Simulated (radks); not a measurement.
Valence configurations of Sn+ (all share [Kr]). All-electron calculation, scalar-relativistic Kohn-Sham, PBE, spin-unpolarised, spherical densities, point nucleus. Program: a radial shooting solver on a logarithmic mesh with Libxc functionals. Energies are relative to 4d10 5s2 5p1; eigenvalues in eV.

| valence | E (eV) | e(4d) | e(5p) | e(5s) |
|---|---|---|---|---|
| 4d10 5s2 5p1 | 0.000 | -33.806 | -10.256 | -17.812 |
| 4d9 5s2 5p2 | 25.816 | -39.943 | -11.841 | -20.155 |
| 4d10 5s1 5p2 | 7.649 | -35.281 | -10.961 | -18.702 |
| 4d9.5 5s2 5p1.5 | 12.339 | -36.883 | -11.064 | -19.006 |
| 4d9 5s1.5 5p2.5 | 29.994 | -40.627 | -12.160 | -20.557 |
| 4d8.5 5s1.5 5p3 | 44.795 | -43.646 | -12.895 | -21.648 |
| 4d10 5p3 | 15.476 | -36.686 | -11.619 | - |
| 4d7 5s1.5 5p4.5 | 96.088 | -52.663 | -14.991 | -24.759 |
| 4d9 5p4 | 42.764 | -42.597 | -13.065 | - |
| 4d10 5s1.5 5p1.5 | 3.802 | -34.553 | -10.614 | -18.265 |

NIST lists [Kr] 4d10 5s2 5p1 as the ground configuration; this level of theory agrees among the configurations tried. The energies are those of spherical spin-averaged densities, not of single terms.
